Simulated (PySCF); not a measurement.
Compound: C5H6O2.
SMILES with atom numbers: `[CH2:1]=[CH:2][O:3][C:4](=[O:5])[CH:6]=[CH2:7]` (hydrogens: H8, H9 on C1; H10 on C2; H11 on C6; H12, H13 on C7)

Cartesian coordinates in Å at the PBE0-D3(BJ)/def2-TZVP level; atoms count from 1:
```
atom  x, y, z in Å
C1    -2.928   -0.221    0.583
C2    -1.789    0.390    0.310
O3    -0.623   -0.326    0.240
C4     0.519    0.350   -0.050
O5     0.564    1.533   -0.246
C6     1.659   -0.584   -0.084
C7     2.880   -0.144   -0.353
H8    -2.975   -1.288    0.755
H9    -3.841    0.356    0.636
H10   -1.678    1.451    0.128
H11    1.446   -1.627    0.119
H12    3.051    0.908   -0.551
H13    3.730   -0.815   -0.383
```

The closed-shell ground state was solved at several levels (PySCF, density fitting, gas phase, non-relativistic). The structure is a single PBE0-D3(BJ)/def2-TZVP conformer in the gas phase; no vibrational or solvent corrections.

| level | basis functions | total energy (Eh) | HOMO (eV) | LUMO (eV) | gap (eV) | dipole (D) |
| --- | --- | --- | --- | --- | --- | --- |
| PBE0/pcJ-2 | 501 | -344.3026 | -7.41 | -1.77 | 5.64 | 1.72 |
| KT3/pcSseg-2 | 336 | -349.8412 | -6.28 | -2.64 | 3.64 | 1.65 |
| B97-2/pcJ-2 | 501 | -344.5745 | -7.15 | -1.80 | 5.35 | 1.72 |
| PBE0/pcSseg-2 | 336 | -344.2893 | -7.41 | -1.77 | 5.64 | 1.73 |
| wB97X-D/pcSseg-2 | 336 | -344.5671 | -9.23 | 0.03 | 9.26 | 1.74 |
| B3LYP/pcJ-2 | 501 | -344.7107 | -7.19 | -1.98 | 5.21 | 1.72 |

(1) Estimate the row for B97-2/pcSseg-2, a basis of 336 functions; the other rows only guide the guess.

(2) Over all these levels, which gives the widest orbital gap and which the narrowest?

(3) In the pcSseg-2 basis, how does the gap go with the fixed share of exact exchange?

(4) How far do the dipole and the HOMO energy spread over the levels?

Results:

(1) Total energy -344.5597 Eh, HOMO -7.15 eV, LUMO -1.80 eV, gap 5.35 eV, dipole 1.72 D.

(2) wB97X-D/pcSseg-2 (range-separated hybrid) has the widest, 9.26 eV, and KT3/pcSseg-2 (GGA) the narrowest, 3.64 eV. The two share the basis. From the narrowest to the widest the HOMO moves by -2.95 eV and the LUMO by +2.67 eV.

(3) KT3 (0 %) 3.64 eV; B97-2 (21 %) 5.35 eV; PBE0 (25 %) 5.64 eV. Each rise in the share widens the gap here.

(4) The dipole runs from 1.65 to 1.74 D (mean 1.72 D) and the HOMO from -9.23 to -6.28 eV.

The pairwise dispersion term of wB97X-D wasn't added to the energies; at a given geometry it leaves orbitals and properties as they are.
